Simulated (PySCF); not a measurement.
C3H7F2Si2 (doublet state).
Atom-mapped SMILES: `[H]/[C:1]=[CH:2]\[Si@@H:3]([SiH3:4])[CH:5]([F:6])[F:7]` (hydrogens: H8 on C1; H9 on C2; H10 on Si3; H11, H12, H13 on Si4; H14 on C5)

Geometry (GFN2-xTB, Å), atoms numbered from 1 in this order:
```
atom  x, y, z in Å
C1     2.6994   -1.1509   -0.0089
C2     1.6033   -0.7003    0.4837
Si3    0.1333    0.0939   -0.5042
Si4   -1.8678   -1.0696   -0.3317
C5    -0.0764    1.7925    0.4292
F6    -1.0794    2.5213   -0.1435
F7    -0.4723    1.5675    1.7170
H8     3.1320   -1.2613   -0.9775
H9     1.4091   -0.7224    1.5501
H10    0.6309    0.5139   -1.8230
H11   -1.7242   -2.3652   -1.0031
H12   -2.9797   -0.3534   -0.9592
H13   -2.2133   -1.3134    1.0711
H14    0.8044    2.4469    0.4777
```

The hyperfine couplings belong to this conformer and change with its torsions.

Level of theory: UKS B3LYP, pcH-1 on C F H Si, non-relativistic, mean-field spin-orbit, GIAO in PySCF. One conformer (not necessarily the lowest) at the GFN2-xTB geometry, without solvent, vibrations or thermal averaging. Couplings are sensitive to structure, and on GFN2-xTB geometries they can be far from those on DFT ones. No stability test was run, so a lower SCF solution isn't excluded.

The isotropic 13C couplings are +297.8, -27.7, +5.0 MHz. Assign them to C1; C2; C5.

```csv
site,a_iso (MHz),ρ(0) (bohr⁻³),position,distance from C1 (Å),spin population,largest |T| (MHz)
C1,+297.8,+0.2650,largest spin population,0.00,+0.96,135.2
C2,-27.7,-0.0246,1 bond from C1,1.28,-0.16,18.0
C5,+5.0,+0.0045,3 bonds from C1,4.07,0.00,1.0
```

The isotropic 29Si couplings are -130.3, -6.0 MHz. Assign them to Si3; Si4.

| site | a_iso (MHz) | ρ(0) (bohr⁻³) | position | distance from C1 (Å) | spin population | largest \|T\| (MHz) |
| --- | --- | --- | --- | --- | --- | --- |
| Si3 | -130.3 | +0.1468 | 2 bonds from C1 | 2.89 | +0.11 | 31.0 |
| Si4 | -6.0 | +0.0068 | 3 bonds from C1 | 4.58 | +0.01 | 2.2 |

The isotropic 19F couplings are +26.1, +1.4 MHz. Assign them to F6; F7.

```json
{"site": "F6", "a_iso (MHz)": "+26.1", "ρ(0) (bohr⁻³)": "+0.0062", "position": "4 bonds from C1", "distance from C1 (Å)": "5.27", "bound to": "C5", "spin population there": "0.00", "largest |T| (MHz)": "19.3"}
{"site": "F7", "a_iso (MHz)": "+1.4", "ρ(0) (bohr⁻³)": "+0.0003", "position": "4 bonds from C1", "distance from C1 (Å)": "4.52", "bound to": "C5", "spin population there": "0.00", "largest |T| (MHz)": "1.4"}
```

ρ(0) is the spin density at the nucleus and T the dipolar tensor; a_iso includes a spin–orbit part; entries for several nuclei are means. Largest spin populations (Mulliken): C1 (+0.96), C2 (-0.16) and Si3 (+0.11). No atom but C1 exceeds +0.15. The positive populations add up to 1.16 and the negative ones to -0.16, together 2S = 1.

β density exceeds α density at some nuclei, such as C2 (-0.0246), spin density in bohr⁻³. In a single determinant that takes different orbitals for the two spins, that is spin polarisation.

Means are taken over nuclei equivalent by connectivity, which assumes that they swap fast. The three 1H nuclei of mean +2.3 MHz run from -0.8 to 8.6 MHz in the frozen geometry.
